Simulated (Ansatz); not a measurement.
CH$_{9}$HfN$_{3}$O (`C[O][Hf]([NH2])([NH2])[NH2]`), relaxed with RKS PBE0-D4/def2-TZVP in the Gaussian-basis code of Ansatz from a GFN2-xTB geometry. The force threshold is 0.005 eV/Å; the program also tests the step.

Total charge 0; spin multiplicity 1. Hf takes the def2 core potential.

Start:

```xyz
15

C     0.563    1.623    1.444
O     0.606    1.472    0.060
Hf    0.013   -0.253   -0.459
N     0.176   -0.413   -2.467
N    -1.950   -0.284    0.044
N     0.945   -1.777    0.493
H     0.270    2.652    1.698
H     1.554    1.439    1.889
H    -0.174    0.929    1.900
H     0.750   -1.188   -2.810
H     0.566    0.432   -2.896
H    -2.308    0.676    0.076
H    -2.555   -0.767   -0.626
H     0.749   -2.720    0.150
H     0.797   -1.822    1.504
```

How much energy does the relaxation release, and in how many steps? (Best estimate.)

The calculation gave: 20.91 kcal/mol, in 37 steps, 3 of them rejected.

Which bonds change most? (Estimate.)

Computed: O2–Hf3 from 1.896 to 1.929 Å; Hf3–N4 from 2.021 to 2.048 Å; Hf3–N6 from 2.024 to 2.048 Å; Hf3–N5 from 2.026 to 2.048 Å.

Give the relaxed structure. (Best estimate.)

Ansatz gave: 
```xyz
15

C     0.812    2.075    1.613
O     0.404    1.029    0.804
Hf   -0.166   -0.425   -0.329
N     0.465   -0.170   -2.261
N    -2.207   -0.590   -0.376
N     0.575   -2.221    0.319
H     1.076    2.954    1.013
H     1.691    1.792    2.205
H     0.015    2.366    2.308
H    -0.119   -0.291   -3.076
H     1.359    0.197   -2.557
H    -2.870    0.172   -0.392
H    -2.715   -1.456   -0.273
H     1.005   -2.913   -0.278
H     0.675   -2.518    1.279
```
